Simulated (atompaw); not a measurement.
u(r) = r·R(r): atom against pseudo-atom (cadmium (Cd))

Columns: radius, all-electron u(r) and pseudo u(r) of the 5p shell (level -7.37 eV) of cadmium in the configuration [Kr] 4d10 5s1 5p0; PBE, scalar-relativistic, PAW (atompaw) scheme, atompaw 4.2.0.5.

```tsv
r (bohr)	all-electron	pseudo
0.104	-0.0616	0.0000
0.208	0.1236	0.0003
0.312	0.1265	0.0011
0.415	0.0055	0.0031
0.519	-0.1256	0.0072
0.623	-0.2116	0.0142
0.727	-0.2422	0.0250
0.831	-0.2262	0.0404
0.935	-0.1779	0.0610
1.038	-0.1112	0.0868
1.142	-0.0346	0.1184
1.246	0.0442	0.1551
1.350	0.1211	0.1962
1.454	0.1933	0.2405
1.558	0.2596	0.2866
1.662	0.3190	0.3328
1.765	0.3712	0.3773
1.869	0.4172	0.4193
1.973	0.4566	0.4571
2.077	0.4899	0.4900
2.181	0.5176	0.5176
2.285	0.5400	0.5400
2.388	0.5574	0.5574
2.492	0.5707	0.5707
2.596	0.5800	0.5800
2.700	0.5858	0.5858
```

Question: How many radial nodes do the two functions have?

Answer: The all-electron 5p function has n − l − 1 = 3; the pseudo-wave has 0, since the states of the same l below it are removed with the core.

Question: At about which radius was the pseudo-wave matched?

Answer: 2.25 bohr. The columns agree to 0.0005 from 2.08 bohr on; several derivatives are matched, so the curves merge somewhat inside the radius.

Question: Is the pseudo-wave norm-conserving?

Answer: No, it belongs to a PAW set: the norm inside the radius is not constrained, and the difference is carried by the augmentation charge.
